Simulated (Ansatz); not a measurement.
Species: GeH3, net charge 0, doublet state. 
Structure (B3LYP-D3(BJ)/def2-TZVP (Ansatz, a program for electronic structure) minimum search):
SMILES: [GeH3]
```xyz
4

Ge    -0.0167    -0.0237    -0.0294
H      0.5517    -0.9452     1.0702
H     -1.1244     0.8871     0.5402
H      1.1063     0.8180    -0.6708
```
Charge 0, spin multiplicity 2.

Basis-set convergence of Hartree-Fock and MP2 correlation energies (hartree) with Ansatz. Cores are frozen in the correlated levels unless marked. Open shells are spin-unrestricted. No spin-orbit coupling. The frozen core is the preceding noble-gas configuration, with the filled d and f shells of earlier blocks. No relativistic terms.

```tsv
basis	functions	E(HF)	E(corr, MP2)
cc-pVDZ	42	-2077.03436	-0.09087
cc-pVTZ	85	-2077.10825	-0.11231
cc-pVQZ	158	-2077.11207	-0.11979
```

Extrapolating the two largest sets (X = 3 and 4) as X^-3: E(corr) = (64·(-0.11979) - 27·(-0.11231))/37 = -0.1252 Eh, an estimate of the basis-set limit. The largest set recovers 95.6 % of it, the smallest 72.6 %.
